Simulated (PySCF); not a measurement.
C5H7F, SMILES C=C1CC(F)C1.

Geometry optimised at PBE-D3(BJ)/def2-SVP.

Method: PBE-D3(BJ)/def2-SVP in PySCF.

Harmonic, unscaled wavenumbers; measured fundamentals usually lie a few per cent lower.

```tsv
mode	ν (cm⁻¹)	IR (km/mol)	moving atoms (share of kinetic energy)
1	99	0.9	C 54 %, F 23 %, H 23 %
2	284	1.9	C 48 %, F 27 %, H 25 %
3	352	10.6	C 57 %, H 25 %, F 18 %
4	422	1.5	C 47 %, H 39 %, F 14 %
5	457	3.8	H 53 %, C 29 %, F 18 %
6	595	2.6	C 63 %, H 19 %, F 17 %
7	628	0.0	H 95 %
8	775	0.1	C 55 %, H 39 %
9	803	0.7	H 77 %, C 23 %
10	864	32.2	H 74 %, C 26 %
11	881	0.0	H 56 %, C 44 %
12	943	10.9	C 75 %, H 21 %
13	969	4.7	H 68 %, C 32 %
14	1011	4.7	C 59 %, H 39 %
15	1023	2.8	H 56 %, C 44 %
16	1090	63.2	H 44 %, C 43 %, F 14 %
17	1147	0.1	H 60 %, C 39 %
18	1166	41.3	H 54 %, C 36 %, F 9 %
19	1170	1.4	H 52 %, C 48 %
20	1198	19.4	H 61 %, C 37 %
21	1248	7.1	C 52 %, H 47 %
22	1339	37.7	H 74 %, C 25 %
23	1365	10.0	H 91 %, C 9 %
24	1368	1.2	H 87 %, C 13 %
25	1400	16.4	H 83 %, C 17 %
26	1726	17.5	C 95 %
27	2976	12.4	H 95 %
28	2981	6.0	H 94 %
29	2993	30.9	H 92 %
30	3055	11.3	H 90 %, C 10 %
31	3056	16.6	H 90 %, C 10 %
32	3073	4.6	H 95 %
33	3169	5.7	H 89 %, C 11 %
```
